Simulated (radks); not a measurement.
Results of a calculation; reference values are marked as such.
All-electron atom: Ho IV in [Xe] 4f10.

Code: a radial shooting solver on a logarithmic mesh with Libxc functionals. Model: Dirac Kohn-Sham, PBEsol, spin-unpolarised, spherical densities, finite nucleus; open shells fill j = l - 1/2 first; Fermi nuclear charge, rms radius 5.2022 fm.

Energy parts (eV):
total: -343451.42
kinetic: 377804.72
electron-nucleus: -846334.54
Hartree: 132333.75
exchange-correlation: -7255.34

Orbitals (lengths in bohr, moments of r in powers of bohr):
orbital  occ.  eigenvalue (eV)      <r>   <1/r>      <r^2>  small-component weight
1s1/2       2        -55433.54  0.02075   76.01  0.0005886                6.27e-02
2s1/2       2        -9294.909  0.08756   18.24   0.009116                1.40e-02
2p1/2       2        -8850.099  0.07292   18.22   0.006584                1.40e-02
2p3/2       4        -7993.757  0.08008   15.88   0.007807                1.29e-02
3s1/2       2        -2101.606   0.2295   6.670    0.06035                4.48e-03
3p1/2       2        -1906.657   0.2192   6.588    0.05592                4.42e-03
3p3/2       4        -1727.847   0.2327   5.991    0.06282                4.11e-03
3d3/2       4        -1392.889   0.2054   5.875    0.04964                3.99e-03
3d5/2       6        -1353.811   0.2096   5.728    0.05155                3.90e-03
4s1/2       2        -441.3146   0.5185   2.794     0.3038                1.44e-03
4p1/2       2        -363.8607   0.5281   2.686     0.3176                1.36e-03
4p3/2       4        -323.5793   0.5590   2.480     0.3557                1.24e-03
4d3/2       4        -195.8782   0.5886   2.261     0.4024                1.07e-03
4d5/2       6        -188.5486   0.5996   2.210     0.4173                1.04e-03
4f5/2       6         -35.5597   0.7801   1.675     0.7900                6.39e-04
4f7/2       4         -34.5123   0.7923   1.652     0.8170                6.26e-04
5s1/2       2         -80.0165    1.252   1.067      1.761                3.06e-04
5p1/2       2         -58.4156    1.391  0.9480      2.190                2.46e-04
5p3/2       4         -52.8826    1.483  0.8786      2.488                2.18e-04
5d3/2       0         -25.1573    2.068  0.6171      4.930                1.10e-04
5d5/2       0         -24.6454    2.108  0.6041      5.118                1.06e-04
6s1/2       0         -23.1690    2.996  0.4281      9.994                6.31e-05
6p1/2       0         -18.0707    3.454  0.3708      13.31                4.95e-05

The highest occupied level is 4f7/2 at -34.512 eV. Summed over all electrons, <r^2> = 33.70 bohr^2, which gives a Langevin (diamagnetic) susceptibility term of -26.7 x 10^-6 cm^3/mol.
